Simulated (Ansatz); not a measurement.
Geometry optimisation, Ansatz 0.2.0, RKS PBE-D4/def2-SVP.

input.yaml

```yaml
crystal:
  periodic: [false, false, false]
  atoms:
    - { symbol: Al, position_ang: [0.002934, 0.045235, 0.436008] }
    - { symbol: H, position_ang: [-0.377888, 0.591486, -2.305952] }
    - { symbol: "N", position_ang: [0.122053, 1.560889, 1.380553] }
    - { symbol: "N", position_ang: [-1.582687, -0.768106, 0.268335] }
    - { symbol: H, position_ang: [0.322719, 0.683784, -2.2549] }
    - { symbol: P, position_ang: [1.891387, -0.744554, -0.607603] }
    - { symbol: H, position_ang: [0.965238, 2.13625, 1.422189] }
    - { symbol: H, position_ang: [-0.625447, 2.008972, 1.913841] }
    - { symbol: H, position_ang: [-1.709169, -1.697354, -0.136163] }
    - { symbol: H, position_ang: [-2.474397, -0.424987, 0.631728] }
    - { symbol: H, position_ang: [2.30564, -1.579317, 0.495205] }
    - { symbol: H, position_ang: [1.159518, -1.812496, -1.243342] }
basis:
  gaussian: { orbitals: def2-SVP }
hamiltonian:
  xc: pbe
  dispersion: d4
relax:
  f_tol: 0.03
  max_steps: 50
```

Launched with:

```bash
$ ansatz run input.yaml --threads 2 --pin off --max-ram 3072MiB --backend cpu --events-out ev --progress --plain --runs-dir out
```

Where does it end, and by what steps?

The forces met the threshold. The force dipped under the threshold on the way, but the program's further checks kept it going. After 18 steps the energy has fallen by 0.168 eV; H5 moved furthest, 1.34 Å.

```tsv
step	energy less start (eV)	largest force component (eV/Å)	accepted
0	0.0000	2.525	yes
1	-0.1114	0.415	yes
2	-0.1230	0.211	yes
3	-0.0915	0.515	no
4	-0.1323	0.136	yes
5	-0.1349	0.518	yes
6	-0.1471	0.308	yes
7	-0.1535	0.175	yes
8	-0.1563	0.074	yes
9	-0.1586	0.157	yes
10	-0.1622	0.204	yes
11	-0.1643	0.096	yes
12	-0.1657	0.049	yes
13	-0.1669	0.069	yes
14	-0.1674	0.066	yes
15	-0.1676	0.037	yes
16	-0.1679	0.011	yes
17	-0.1675	0.041	no
18	-0.1680	0.012	yes
```

```xyz
12
Properties=species:S:1:pos:R:3
Al 0.169 0.082 0.528
H -0.927 0.358 -2.346
N 0.253 1.496 1.616
N -1.424 -0.550 0.008
H -0.743 0.591 -3.060
P 2.162 -0.829 -0.319
H 1.118 1.993 1.841
H -0.530 1.927 2.112
H -1.544 -1.418 -0.519
H -2.340 -0.146 0.218
H 2.363 -1.601 0.885
H 1.444 -1.902 -0.964
```

The run took 26 s on 2 threads of Intel(R) Xeon(R) Platinum 8488C (Sapphire Rapids) (shared host), peak memory 0.17 GiB.
